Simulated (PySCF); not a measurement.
# Electron correlation in Ne²⁺ (neon, charge +2)

[He] 2s2 2p4, high-spin 3P determinant. Computed with PySCF 2.14 in cc-pVTZ-DK (4s3p2d1f, 30 functions), with scalar relativity by spin-free X2C-1e. Frozen: 1s2; 6 electrons correlated.

MP2 pair energies summed by pair of shells (mhartree):

```
 pair  energy  share (%)
2p-2p  -67.64       47.2
2s-2p  -66.12       46.1
2s-2s   -9.68        6.7
```

Total MP2 correlation energy: -143.44 mhartree.

Same-spin part -34.78 and opposite-spin part -108.66 mhartree; SCS-MP2 scales them by 1/3 and 6/5 to -141.99 mhartree.

```json
{"level": "CCSD", "correlation energy (mhartree)": "-157.66"}
{"level": "(T)", "correlation energy (mhartree)": "-1.47"}
{"level": "CCSD(T)", "correlation energy (mhartree)": "-159.13"}
```

Diagnostics: T1 = 0.0028, D1 = 0.0059, largest double amplitude 0.026.

Cost of the coupled-cluster step: 0.43 s of wall time on 1 thread of Neoverse-N1 (shared host), for 6 correlated electrons.

Iterations:

```
CC2 = 0
CCSD nocc = (np.int64(4), np.int64(2)), nmo = (29, 29)
frozen orbitals [[0], [0]]
max_cycle = 100
direct = 0
conv_tol = 1e-08
conv_tol_normt = 1e-06
diis_space = 8
diis_start_cycle = 0
Init t2, MP2 energy = -0.143443213880724
Init E_corr(UCCSD) = -0.143443213888986
cycle = 1  E_corr(UCCSD) = -0.155197560744148  dE = -0.0117543469  norm(t1,t2) = 0.0168216
cycle = 2  E_corr(UCCSD) = -0.157037109225282  dE = -0.00183954848  norm(t1,t2) = 0.00482081
cycle = 3  E_corr(UCCSD) = -0.157683326053334  dE = -0.000646216828  norm(t1,t2) = 0.00178936
cycle = 4  E_corr(UCCSD) = -0.157651835610222  dE = 3.14904431e-05  norm(t1,t2) = 0.000340516
cycle = 5  E_corr(UCCSD) = -0.157658339729726  dE = -6.5041195e-06  norm(t1,t2) = 4.9454e-05
cycle = 6  E_corr(UCCSD) = -0.157658012344442  dE = 3.27385284e-07  norm(t1,t2) = 7.60788e-06
cycle = 7  E_corr(UCCSD) = -0.157657967471267  dE = 4.48731742e-08  norm(t1,t2) = 1.14573e-06
cycle = 8  E_corr(UCCSD) = -0.157657974028515  dE = -6.55724711e-09  norm(t1,t2) = 1.9717e-07
UCCSD converged
E(UCCSD) = -126.6612857874834  E_corr = -0.1576579740285146
UCCSD(T) correction = -0.0014690624103004
```
